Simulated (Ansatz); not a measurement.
A made-up structure of SiH2SeS, closed shell:

Si1  (-0.193, 0.155, -0.148)
S2  (0.138, -0.098, 1.573)
Se3  (1.181, -0.962, -0.489)
H4  (-1.402, -0.581, -0.459)
H5  (0.276, 1.487, -0.477)
(Å)

It is relaxed with PBE-D4/def2-SVP and then PBE0-D4/def2-TZVP (Ansatz 0.2.0). Atoms count as bonded within 1.22 times the sum of their covalent radii (H–H: 0.88 Å). The end point is not checked to be a true minimum.

Q: Does its bonding change? (A judgement: the text doesn't fix the answer.)

A: By the calculation: No: no bond forms or breaks.

Where it ends: The first stage lowers the energy by 5.64 eV in 6 steps. It ends as SiH₂SeS ([SiH2]1[S][Se]1):
Si1  (-0.276, 0.222, -0.208)
S2  (0.440, -0.343, 1.681)
Se3  (1.461, -1.187, -0.189)
H4  (-1.590, -0.304, -0.633)
H5  (-0.035, 1.611, -0.650)
(Å)

Labels in which every atom is bracketed show which atoms are joined, not bond orders.

For scale, one of the runs: PBE0-D4/def2-TZVP relaxation, 134 basis functions, launched by `ansatz run in.yaml --threads 2 --pin off --events-out ev --progress --plain --max-ram 4352MiB`. Hardware: 2 CPU threads of an Arm Neoverse V1, shared host. Wall time about 15 s.
